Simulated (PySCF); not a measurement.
## ORD: `C=C[C@@H]1C(=C)[CH2][Ge@@H]1[F]`, C6H9FGe

Geometry:
```tsv
atom	x (Å)	y (Å)	z (Å)
C1	2.771	0.001	0.111
C2	1.561	0.099	-0.415
C3	0.306	0.052	0.364
C4	-0.842	-0.709	-0.272
C5	-0.742	-1.890	-0.851
C6	-2.087	0.149	-0.183
Ge7	-0.918	1.697	0.348
F8	-0.589	2.671	-1.097
H9	2.920	-0.141	1.170
H10	3.660	0.062	-0.492
H11	1.434	0.245	-1.480
H12	0.493	-0.295	1.383
H13	-1.592	-2.376	-1.300
H14	0.195	-2.422	-0.885
H15	-2.776	-0.206	0.582
H16	-2.629	0.223	-1.123
H17	-1.172	2.854	1.337
```

Method used: TDDFT PBE0/def2-SVPD circular dichroism and optical rotation, one conformer, gas phase in PySCF 2.14.0. Geometry: GFN2-xTB.

The molecule is flexible and this is one conformer; a measurement averages over conformers. The calculation is non-relativistic, which matters for the atoms heavier than Zn. States above about 7.0 eV (minus the energy of the highest occupied orbital) lie near or above the ionisation threshold and depend on the basis.

Stereocentres: C3 R, Ge7 S.

Problem. Give the optical rotatory dispersion at 633, 589.3, 546, 436, 405, 365, 355 nm.

Solution. [α] in deg dm⁻¹ (g/mL)⁻¹:
| λ (nm) | origin-invariant length gauge | modified velocity gauge | length gauge (centre of mass) | isotropic polarisability (au) |
| --- | --- | --- | --- | --- |
| 633 | +298.2 | +293.2 | +300.1 | 106.4 |
| 589.3 | +355.2 | +349.4 | +357.5 | 107.0 |
| 546 | +430.7 | +423.8 | +433.5 | 107.8 |
| 436 | +801.7 | +789.4 | +806.5 | 111.3 |
| 405 | +1007.2 | +992.1 | +1013.1 | 113.0 |
| 365 | +1433.7 | +1413.2 | +1441.9 | 116.0 |
| 355 | +1588.1 | +1565.7 | +1597.1 | 117.0 |

Problem. And for the mirror image at 589.3 nm?

Solution. -355.2 deg dm⁻¹ (g/mL)⁻¹ (origin-invariant length gauge): the same size and the opposite sign.

Problem. What is the molar rotation [Φ] = [α]·M/100 of the geometry above at 589.3 nm?

Solution. With M = 172.77 g/mol, +613.6 deg cm² dmol⁻¹ (origin-invariant length gauge).

The first excitation lies at 5.29 eV (234 nm) with R = +15.3 × 10⁻⁴⁰ esu² cm² (velocity form).
